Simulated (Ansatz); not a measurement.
Computed with Ansatz on PBE0-D4/def2-TZVP structures; ΔE is electronic, products minus reactants. CCSD(T)/CBS adds triple-zeta CCSD(T) − MP2 to the extrapolated MP2 energy (def2 sets, frozen cores). Functionals use def2-TZVPP. Each species was taken in one conformer, which may not be the lowest.

`C[Si](C)(F)BF` + `N#COBO` → `OBOBF` + `C[Si](C)(F)C#N`  (redistribution)

`C[Si](C)(F)BF`:

Z-matrix (Å, degrees):
```
C
Si 1 1.865
H 1 1.092 2 111.5
H 1 1.094 2 110.4 3 -120.1
H 1 1.093 2 110.6 3 120.3
C 2 1.865 1 111.0 3 -176.0
F 2 1.615 1 107.7 3 -58.3
B 2 2.041 1 111.2 3 59.6
H 6 1.092 2 111.5 1 176.0
H 6 1.094 2 110.4 1 -63.9
H 6 1.093 2 110.6 1 55.7
F 8 1.328 2 118.1 1 61.9
H 8 1.204 2 126.3 1 -118.1
```

`N#COBO`:

Cartesian coordinates in Å:
```
N 2.046 1.964 -0.288
C 1.478 0.985 -0.070
O 0.897 -0.130 0.189
B -0.479 -0.295 0.015
O -0.927 -1.514 0.329
H -1.142 0.613 -0.383
H -1.872 -1.623 0.208
```

`OBOBF`:

```xyz
8

O    -1.015   -0.210    1.261
B     0.260    0.116    0.951
O     0.540    0.511   -0.325
B     0.177    0.134   -1.564
F    -0.233   -1.107   -1.789
H    -1.128   -0.449    2.184
H     1.139    0.113    1.764
H     0.259    0.892   -2.482
```

`C[Si](C)(F)C#N`:

```xyz
12

C    -0.855   -1.432   -0.011
Si   -0.034    0.155   -0.473
C     1.499    0.561    0.470
F     0.283    0.159   -2.038
C    -1.256    1.534   -0.214
N    -2.012    2.376   -0.002
H    -0.176   -2.275   -0.165
H    -1.750   -1.596   -0.614
H    -1.150   -1.418    1.041
H     1.918    1.512    0.137
H     2.253   -0.217    0.331
H     1.281    0.640    1.538
```

(1) Is it downhill or uphill in electronic energy at CCSD(T)/CBS, and by how much? (Best estimate.)

(2) What do these levels give: PBE-D4, ωB97X-V, B2PLYP, r2SCAN, PBE0, HF/def2-TZVPP, MP2/def2-TZVPP, SCS-MP2/def2-TZVPP, CCSD(T)/def2-TZVPP, HF/def2-QZVPP, SCS-MP2/def2-QZVPP, HF/CBS(def2)? (An estimate is asked.)

Largest T1 diagnostic among the species: 0.015.

Results:

(1) Ansatz gave: Downhill: ΔE = -317.2 kJ/mol.

(2) Ansatz gave: PBE-D4 -281.6, ωB97X-V -301.3, B2PLYP -312.8, r2SCAN -303.8, PBE0 -291.7, HF/def2-TZVPP -324.6, MP2/def2-TZVPP -324.7, SCS-MP2/def2-TZVPP -321.3, CCSD(T)/def2-TZVPP -313.8, HF/def2-QZVPP -325.9, SCS-MP2/def2-QZVPP -323.9, HF/CBS(def2) -326.0 kJ/mol.

From PBE to PBE0 (25 % exact exchange), in def2-TZVPP and without D4, ΔE moves by −10.8 kJ/mol.
